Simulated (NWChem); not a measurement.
System: AlI$_{3}$; SMILES [I][Al]([I])[I]

Program: NWChem. Structure relaxed at the PBE0/def2-SVP level. No frequency run checked for a minimum. def2 effective core potentials on I; no spin-orbit coupling. Ions are spin-unrestricted doublets at the neutral geometry; other ion states weren't tried.

For level PBE0/def2-SVP:

- vertical ionisation energy, ΔSCF (eV) = 9.45
- −ε(HOMO) (eV) = 7.72

Task: Estimate the same quantities for level PBE/def2-SVP.

Result: The vertical ionisation energy, ΔSCF (eV) is 8.96. The −ε(HOMO) (eV) is 6.56.
